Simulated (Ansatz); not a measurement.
Geometry optimisation, DFT LDA, scalar-relativistic, plane waves, PAW in Ansatz.

input.yaml

```yaml
crystal:
  lattice:
    - [7.398, 0.0, 0.0]
    - [-3.699, 6.406856, 0.0]
    - [0.0, 0.0, 11.0]
  atoms:
    - { symbol: C, position: [0.0, 0.0, 0.0909091] }
    - { symbol: C, position: [0.2222222, 0.1111111, 0.0909091] }
    - { symbol: C, position: [0.0, 0.3333333, 0.0909091] }
    - { symbol: C, position: [0.2222222, 0.4444444, 0.0909091] }
    - { symbol: C, position: [0.0, 0.6666667, 0.0909091] }
    - { symbol: C, position: [0.2222222, 0.7777778, 0.0909091] }
    - { symbol: C, position: [0.3333333, 0.0, 0.0909091] }
    - { symbol: C, position: [0.5555556, 0.1111111, 0.0909091] }
    - { symbol: C, position: [0.3333333, 0.3333333, 0.0909091] }
    - { symbol: C, position: [0.5555556, 0.4444444, 0.0909091] }
    - { symbol: C, position: [0.3333333, 0.6666667, 0.0909091] }
    - { symbol: C, position: [0.5555556, 0.7777778, 0.0909091] }
    - { symbol: C, position: [0.6666667, 0.0, 0.0909091] }
    - { symbol: C, position: [0.8888889, 0.1111111, 0.0909091] }
    - { symbol: C, position: [0.6666667, 0.3333333, 0.0909091] }
    - { symbol: C, position: [0.8888889, 0.4444444, 0.0909091] }
    - { symbol: C, position: [0.6666667, 0.6666667, 0.0909091] }
    - { symbol: C, position: [0.8888889, 0.7777778, 0.0909091] }
    - { symbol: Pd, position: [0.1376309, 0.562219, 0.2563636] }
basis:
  ecutwfc: 420.0
kpoints:
  mp_grid: { grid: [2, 2, 1] }
hamiltonian:
  xc: lda
scf:
  occupations: { method: fermi_dirac, width: 0.05 }
  lower_state_search: "off"
relax:
  f_tol: 0.03
  max_steps: 60
  adjacent_minimum: "off"
```

Launched with:

```bash
$ ansatz run input.yaml --threads 1 --pin off --max-ram 3072MiB --backend cpu --events-out ev --progress --plain --runs-dir out
```

Question: Where does it end, and by what steps?

Answer: The forces met the threshold. Limits of this set-up: coarse k mesh, slab without dipole correction. After 14 steps the energy has fallen by 0.166 eV; Pd19 moved furthest, 1.03 Å. Parted: C5–Pd19, C16–Pd19.

| step | energy less start (eV) | largest force component (eV/Å) | accepted |
| --- | --- | --- | --- |
| 0 | 0.0000 | 1.007 | yes |
| 1 | -0.0526 | 0.477 | yes |
| 2 | -0.0709 | 0.044 | yes |
| 3 | -0.0717 | 0.034 | yes |
| 4 | -0.0751 | 0.052 | yes |
| 5 | -0.0769 | 0.058 | yes |
| 6 | -0.0886 | 0.242 | yes |
| 7 | -0.1051 | 0.303 | yes |
| 8 | -0.1272 | 0.249 | yes |
| 9 | -0.1432 | 0.205 | yes |
| 10 | -0.1338 | 0.323 | no |
| 11 | -0.1571 | 0.196 | yes |
| 12 | -0.1646 | 0.093 | yes |
| 13 | -0.1655 | 0.031 | yes |
| 14 | -0.1656 | 0.009 | yes |

```xyz
19
Lattice="7.3980 0.0000 0.0000 -3.6990 6.4069 0.0000 0.0000 0.0000 11.0000" Properties=species:S:1:pos:R:3
C -0.056 0.000 0.975
C 1.178 0.716 0.980
C -1.301 2.126 1.005
C -0.056 2.839 1.075
C -2.526 4.271 0.959
C -1.301 4.998 1.005
C 2.409 0.001 0.980
C 3.643 0.716 0.975
C 1.189 2.126 1.005
C 2.414 2.852 0.959
C -0.056 4.285 1.075
C 1.189 4.997 1.005
C 4.877 0.001 0.980
C 6.108 0.716 0.980
C 3.643 2.135 0.954
C 4.872 2.852 0.959
C 2.414 4.271 0.959
C 3.643 4.989 0.954
Pd -0.057 3.562 3.036
```

The run took 62 s on 1 thread of Arm Neoverse V2, on a shared host, peak memory 0.58 GiB.
